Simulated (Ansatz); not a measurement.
`C[Si](C)(C)[GaH2]` and `C[Si](C)(C)Cl` differ in one atom or group.

Ansatz, PBE0-D4/def2-TZVP geometries, multiplicity 1. 

Scalar relativity is left out up to krypton.

```
                             property  `C[Si](C)(C)[GaH2]`
  HOMO energy (B3LYP/def2-TZVPP) / eV                -6.67
    LUMO energy (PBE/def2-TZVPP) / eV                -2.61
  HOMO–LUMO gap (PBE/def2-TZVPP) / eV                 3.18
   LUMO energy (PBE0/def2-TZVPP) / eV                -1.83
LUMO energy (ωB97M-V/def2-TZVPP) / eV                -0.15
   HOMO energy (PBE0/def2-TZVPP) / eV                -6.84
```

(1) What does the change do to each property? (Estimate.)

Results:

(1) Ansatz gave: 
```
                             property  `C[Si](C)(C)Cl`  shift
  HOMO energy (B3LYP/def2-TZVPP) / eV            -8.10  -1.43
    LUMO energy (PBE/def2-TZVPP) / eV             0.15   2.76
  HOMO–LUMO gap (PBE/def2-TZVPP) / eV             7.13   3.95
   LUMO energy (PBE0/def2-TZVPP) / eV             0.90   2.73
LUMO energy (ωB97M-V/def2-TZVPP) / eV             2.26   2.41
   HOMO energy (PBE0/def2-TZVPP) / eV            -8.33  -1.49
```

With PBE0 the HOMO falls by 1.49 eV and the LUMO rises by 2.73 eV, so the gap widens by about 4.22 eV. PBE moves the HOMO by -1.20 eV and ωB97M-V by -1.72 eV.

B3LYP here is the variant with VWN-RPA as its local correlation; programs differ in this.
